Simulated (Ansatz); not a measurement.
Method: frozen-core CCSD(T)/cc-pVDZ // PBE-D3(BJ)/def2-SVP (Ansatz, an electronic-structure program). The restricted HF reference is unstable towards unrestricted orbitals.

Ansatz 0.2 input:
```yaml
crystal:
  periodic: [false, false, false]
  atoms:
    - { symbol: B, position_ang: [-2.164294, 2.198175, -0.094493] }
    - { symbol: C, position_ang: [-1.112709, 1.069903, -0.038079] }
    - { symbol: C, position_ang: [0.238777, 1.398835, -0.226] }
    - { symbol: C, position_ang: [1.269912, 0.422357, -0.192701] }
    - { symbol: C, position_ang: [2.648454, 0.725311, -0.380911] }
    - { symbol: C, position_ang: [3.57531, -0.302361, -0.329879] }
    - { symbol: C, position_ang: [3.110725, -1.627674, -0.089821] }
    - { symbol: N, position_ang: [1.839219, -1.954897, 0.090976] }
    - { symbol: C, position_ang: [0.912303, -0.954, 0.043637] }
    - { symbol: C, position_ang: [-0.46474, -1.285317, 0.235754] }
    - { symbol: C, position_ang: [-1.463641, -0.31905, 0.199759] }
    - { symbol: Si, position_ang: [-3.262802, -0.863561, 0.466328] }
    - { symbol: H, position_ang: [-1.81221, 3.346277, -0.294908] }
    - { symbol: H, position_ang: [-3.349522, 1.964539, 0.057453] }
    - { symbol: H, position_ang: [0.515185, 2.450944, -0.40665] }
    - { symbol: H, position_ang: [2.954909, 1.767564, -0.563498] }
    - { symbol: H, position_ang: [4.649997, -0.114234, -0.469959] }
    - { symbol: H, position_ang: [3.841887, -2.456288, -0.04709] }
    - { symbol: H, position_ang: [-0.686812, -2.348971, 0.413192] }
    - { symbol: H, position_ang: [-3.872357, -0.204884, 1.673097] }
    - { symbol: H, position_ang: [-3.246686, -2.352503, 0.684682] }
    - { symbol: H, position_ang: [-4.120904, -0.560165, -0.730888] }
basis:
  gaussian: { orbitals: cc-pVDZ }
correlation:
  method: ccsd_t
```

Output:

```
Functional definition: HF
2071 factors; integrals over basis functions are off by at most 1.1e-3 eV
mean field evaluation 1: about -19442.4928 eV, gradient 3.9e1 eV
mean field evaluation 2: about -19443.0374 eV, gradient 3.9e1 eV
mean field evaluation 4: about -19448.4181 eV, gradient 7.0e0 eV
mean field evaluation 8: about -19448.5592 eV, gradient 3.4e-1 eV
mean field evaluation 16: about -19442.4919 eV, gradient 3.9e1 eV
mean field -19448.56033223 eV, -714.7214095019 hartree, gradient 2.3e-6 eV, S^2 0.000000; 0 other end points of the search recorded, 0 dependent functions left out; unrestricted orbitals would lower it
16 core orbitals not correlated
reference -19448.56033223 eV, -714.7214095019 hartree; 29, 29 occupied and 177, 177 virtual orbitals, 2071 factors
second order -41.00074971 eV of doubles, -0.00000000 eV of singles
cycle   1  -41.28149779 eV  change   -2.8e-1 eV  update   1.8e-1
cycle   2  -42.62585658 eV  change    -1.3e0 eV  update   5.8e-2
cycle   3  -42.93721959 eV  change   -3.1e-1 eV  update   2.6e-2
cycle   4  -42.93776566 eV  change   -5.5e-4 eV  update   8.0e-3
cycle   5  -42.93860182 eV  change   -8.4e-4 eV  update   4.5e-3
cycle   6  -42.94054661 eV  change   -1.9e-3 eV  update   1.4e-3
cycle   7  -42.94006848 eV  change    4.8e-4 eV  update   7.8e-4
cycle   8  -42.93994191 eV  change    1.3e-4 eV  update   3.0e-4
cycle   9  -42.94004932 eV  change   -1.1e-4 eV  update   1.4e-4
cycle  10  -42.94004794 eV  change    1.4e-6 eV  update   5.0e-5
perturbative correction -2.02070075 eV, -0.0742593828 hartree
Total energy: -19493.52108092 eV, -716.3736865406 hartree
```

Cost: about 15 core-minutes (a rough figure).
